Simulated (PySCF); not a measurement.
Computed IR spectrum (relative IR intensity) of a molecule C3H10Si3. Coordinates come from a PBE-D3(BJ)/def2-SVP optimisation. The values are those of a single conformer. Method: PBE-D3(BJ)/def2-SVP in PySCF. Frequencies are harmonic and unscaled.

Lines under 2 % of the strongest are left out, and lines within 2 cm⁻¹ are merged.

ν (cm⁻¹): 343 (w), 408 (vw), 577 (vw), 589 (w), 645 (s), 656 (w), 668 (w), 717 (w), 751 (s), 790 (vw), 877 (vs), 882 (m), 892 (s), 901 (w), 906 (m), 916 (w), 975 (w), 1083 (w), 2143 (m), 2146 (m), 2155 (m), 2158 (w), 2163 (s), 2166 (s), 2168 (s), 3046 (w) (against the strongest line: vs over 80 %, s over 45 %, m over 15 %, w over 4 %, vw less)

Problem. Which molecule gave these data?
A) C[SiH2]C#C[SiH2][SiH3]
B) C=C1[SiH2][SiH2][C@H]1[SiH3]
C) [SiH3]CC1=C[SiH2][SiH2]1
D) C=CC1[SiH2][SiH2][SiH2]1

Solution. B, C=C1[SiH2][SiH2][C@H]1[SiH3]
